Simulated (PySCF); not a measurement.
A geometry optimisation, step by step.

Compound: CH2F4SeSi.
Bonds: F1–C2, C2–Se3, Se3–Si4, Si4–F5, Si4–F6, Si4–F7. Hydrogens: H8, H9 on C2.

Method: PySCF, PBE0-D3(BJ)/def2-SVP geometry optimisation, gas phase; density fitting, grid level 1; the optimiser is geomeTRIC in internal coordinates, started from a GFN2-xTB structure with every atom displaced at random (about 0.01 Å). The frame can shift and turn from step to step; on so coarse a grid that alone can change the energy by a few meV, and forces under 0.02 eV/Å are noise.

Step 0: E = -85127.3472 eV, largest atomic force 1.937 eV/Å
```
atom  x, y, z in Å  |  force x, y, z in eV/Å
F1      1.492   -1.375    0.267   -0.074   0.572  -0.301
C2      1.632   -0.198   -0.420    0.439  -0.535   1.520
Se3     0.428    1.211    0.309    1.281   0.305   0.234
Si4    -1.449    0.319   -0.304   -1.847  -0.369  -0.450
F5     -1.466   -0.228   -1.803    0.458  -0.083  -0.469
F6     -2.644    1.393   -0.237    0.388   0.215   0.157
F7     -2.016   -0.918    0.528    0.248  -0.264   0.445
H8      2.686    0.145   -0.294   -0.614   0.202  -0.068
H9      1.395   -0.367   -1.449   -0.278  -0.043  -1.068
```

Step 1: E = -85127.4885 eV, largest atomic force 0.505 eV/Å
```
atom  x, y, z in Å  |  force x, y, z in eV/Å
F1      1.366   -1.376    0.241    0.006  -0.131   0.071
C2      1.561   -0.217   -0.420   -0.053   0.070  -0.219
Se3     0.468    1.238    0.329    0.075   0.003   0.003
Si4    -1.454    0.303   -0.313    0.360   0.250   0.251
F5     -1.308   -0.240   -1.812   -0.134  -0.076  -0.071
F6     -2.576    1.439   -0.225   -0.136  -0.168  -0.073
F7     -1.899   -0.934    0.595   -0.181  -0.005  -0.096
H8      2.604    0.117   -0.314   -0.004   0.006  -0.012
H9      1.294   -0.347   -1.484    0.068   0.053   0.147
```

Step 2: E = -85127.5021 eV, largest atomic force 0.156 eV/Å
```
atom  x, y, z in Å  |  force x, y, z in eV/Å
F1      1.387   -1.389    0.221   -0.004   0.012  -0.007
C2      1.575   -0.217   -0.424   -0.015   0.002  -0.041
Se3     0.481    1.228    0.347   -0.019  -0.055  -0.004
Si4    -1.451    0.309   -0.300    0.112   0.080   0.073
F5     -1.322   -0.259   -1.793    0.019  -0.011  -0.058
F6     -2.590    1.431   -0.250   -0.042  -0.014  -0.023
F7     -1.950   -0.916    0.596   -0.044  -0.024   0.027
H8      2.616    0.121   -0.314   -0.003   0.011   0.012
H9      1.312   -0.325   -1.486   -0.003  -0.001   0.019
```

Step 3: E = -85127.5041 eV, largest atomic force 0.044 eV/Å
```
atom  x, y, z in Å  |  force x, y, z in eV/Å
F1      1.386   -1.396    0.200    0.000   0.007  -0.004
C2      1.571   -0.213   -0.426    0.013  -0.001  -0.014
Se3     0.482    1.218    0.372   -0.019  -0.019   0.023
Si4    -1.445    0.308   -0.292   -0.005   0.009   0.007
F5     -1.293   -0.277   -1.778    0.034   0.005  -0.027
F6     -2.586    1.428   -0.281   -0.011   0.004  -0.011
F7     -1.973   -0.906    0.604   -0.005   0.001   0.026
H8      2.612    0.125   -0.313    0.000  -0.001   0.008
H9      1.305   -0.304   -1.488   -0.008  -0.004  -0.008
```

Step 4: E = -85127.5070 eV, largest atomic force 0.165 eV/Å
```
atom  x, y, z in Å  |  force x, y, z in eV/Å
F1      1.387   -1.412    0.154    0.004   0.002  -0.003
C2      1.566   -0.205   -0.427    0.034  -0.005   0.015
Se3     0.475    1.191    0.432    0.020   0.002   0.041
Si4    -1.439    0.303   -0.282   -0.118  -0.083  -0.081
F5     -1.225   -0.319   -1.748    0.008   0.030   0.027
F6     -2.576    1.427   -0.357    0.022   0.019  -0.002
F7     -2.030   -0.880    0.619    0.033   0.036   0.010
H8      2.606    0.133   -0.304    0.002  -0.005   0.009
H9      1.294   -0.256   -1.490   -0.006   0.004  -0.017
```

Step 5: E = -85127.5094 eV, largest atomic force 0.176 eV/Å
```
atom  x, y, z in Å  |  force x, y, z in eV/Å
F1      1.399   -1.428    0.118    0.008   0.001  -0.007
C2      1.570   -0.202   -0.424    0.017  -0.004   0.033
Se3     0.467    1.160    0.476    0.025   0.004   0.034
Si4    -1.445    0.299   -0.281   -0.110  -0.094  -0.101
F5     -1.194   -0.350   -1.730   -0.012   0.035   0.051
F6     -2.561    1.438   -0.416    0.034   0.019  -0.003
F7     -2.087   -0.852    0.626    0.037   0.040  -0.003
H8      2.607    0.140   -0.284    0.000  -0.004   0.007
H9      1.301   -0.221   -1.488    0.001   0.002  -0.012
```

Step 6: E = -85127.4788 eV, largest atomic force 0.233 eV/Å
```
atom  x, y, z in Å  |  force x, y, z in eV/Å
F1      1.519   -1.518   -0.141   -0.028   0.098   0.008
C2      1.614   -0.191   -0.365   -0.147  -0.057   0.089
Se3     0.374    0.861    0.760    0.040  -0.033   0.049
Si4    -1.498    0.269   -0.312    0.009  -0.089  -0.215
F5     -1.086   -0.601   -1.602   -0.090   0.048   0.161
F6     -2.342    1.523   -0.842    0.053   0.039   0.049
F7     -2.527   -0.568    0.586    0.124  -0.007  -0.056
H8      2.608    0.177   -0.069   -0.013   0.013  -0.049
H9      1.395    0.032   -1.417    0.052  -0.011  -0.035
```

Step 7: E = -85127.4987 eV, largest atomic force 0.143 eV/Å
```
atom  x, y, z in Å  |  force x, y, z in eV/Å
F1      1.459   -1.486   -0.007   -0.002   0.039   0.013
C2      1.595   -0.200   -0.395   -0.075  -0.011   0.051
Se3     0.424    1.018    0.626    0.033   0.011   0.000
Si4    -1.475    0.286   -0.297   -0.016  -0.067  -0.125
F5     -1.124   -0.468   -1.673   -0.046   0.020   0.101
F6     -2.471    1.493   -0.638    0.015   0.026   0.042
F7     -2.315   -0.721    0.621    0.084  -0.011  -0.053
H8      2.613    0.160   -0.178   -0.012   0.003  -0.020
H9      1.354   -0.099   -1.461    0.020  -0.010  -0.009
```

Step 8: E = -85127.5099 eV, largest atomic force 0.102 eV/Å
```
atom  x, y, z in Å  |  force x, y, z in eV/Å
F1      1.432   -1.462    0.058    0.005   0.014   0.001
C2      1.586   -0.203   -0.407   -0.040   0.002   0.035
Se3     0.445    1.088    0.552    0.018   0.005   0.003
Si4    -1.464    0.294   -0.292   -0.021  -0.051  -0.086
F5     -1.160   -0.405   -1.707   -0.030   0.017   0.064
F6     -2.521    1.472   -0.529    0.020   0.004   0.023
F7     -2.206   -0.787    0.626    0.043   0.010  -0.033
H8      2.613    0.150   -0.226   -0.007   0.002  -0.006
H9      1.334   -0.163   -1.475    0.012  -0.004  -0.001
```

Step 9: E = -85127.5114 eV, largest atomic force 0.047 eV/Å
```
atom  x, y, z in Å  |  force x, y, z in eV/Å
F1      1.427   -1.450    0.096    0.000  -0.018  -0.002
C2      1.585   -0.207   -0.406   -0.028   0.013   0.016
Se3     0.449    1.114    0.516   -0.007   0.001  -0.006
Si4    -1.464    0.296   -0.300    0.044   0.016  -0.006
F5     -1.188   -0.372   -1.733   -0.017  -0.001   0.016
F6     -2.539    1.468   -0.479    0.007  -0.005  -0.006
F7     -2.156   -0.817    0.616   -0.009  -0.008  -0.021
H8      2.613    0.148   -0.238    0.000   0.004  -0.004
H9      1.333   -0.197   -1.476    0.011  -0.003   0.012
```

Step 10: E = -85127.5117 eV, largest atomic force 0.026 eV/Å
```
atom  x, y, z in Å  |  force x, y, z in eV/Å
F1      1.425   -1.451    0.103    0.000  -0.007   0.002
C2      1.582   -0.208   -0.400   -0.008   0.004   0.008
Se3     0.447    1.114    0.520   -0.009   0.002  -0.004
Si4    -1.462    0.298   -0.305    0.022   0.013   0.004
F5     -1.183   -0.370   -1.738   -0.006  -0.002  -0.001
F6     -2.536    1.469   -0.487    0.002   0.001  -0.006
F7     -2.159   -0.817    0.605   -0.008  -0.009  -0.010
H8      2.611    0.147   -0.233    0.002  -0.002   0.002
H9      1.332   -0.199   -1.469    0.006  -0.001   0.006
```

Question: Summarise the path.

Answer: The energy falls by 15.87 kJ/mol from step 0 to step 10; nine tenths of that is first reached at step 2. It rises by more than 0.2 meV at step 6. The largest force goes from 1.937 to 0.026 eV/Å. Among the bonds Se3–Si4 changes most, from 2.167 to 2.234 Å; the atoms move by 0.190 Å rms after alignment.

Question: Follow the three bonds and two angles with the largest change from start to end.

Answer: 
```tsv
step	E above end (kJ/mol)	largest force (eV/Å)	Se3–Si4 (Å)	C2–H9 (Å)	C2–Se3 (Å)	Se3–Si4–F5 (°)	F5–Si4–F7 (°)
0	15.87	1.937	2.167	1.070	1.991	114.6	102.8
1	2.24	0.505	2.232	1.104	1.968	109.4	107.2
2	0.92	0.156	2.235	1.100	1.970	110.2	106.0
3	0.73	0.044	2.232	1.099	1.968	110.0	105.9
4	0.46	0.165	2.228	1.098	1.969	109.4	106.1
5	0.22	0.176	2.229	1.098	1.970	109.1	106.5
6	3.17	0.233	2.237	1.097	1.977	108.2	109.4
7	1.26	0.143	2.234	1.098	1.974	108.8	108.0
8	0.17	0.102	2.233	1.098	1.973	109.0	107.4
9	0.02	0.047	2.235	1.099	1.971	109.4	107.2
10	0.00	0.026	2.234	1.099	1.970	109.5	107.1
```

The cost below is that of the whole optimisation. The run took 46 s wall on AMD EPYC 9R45, one thread, shared host with 96 logical CPUs at a one-minute load of 27, and the process peaked at 0.55 GiB of memory.
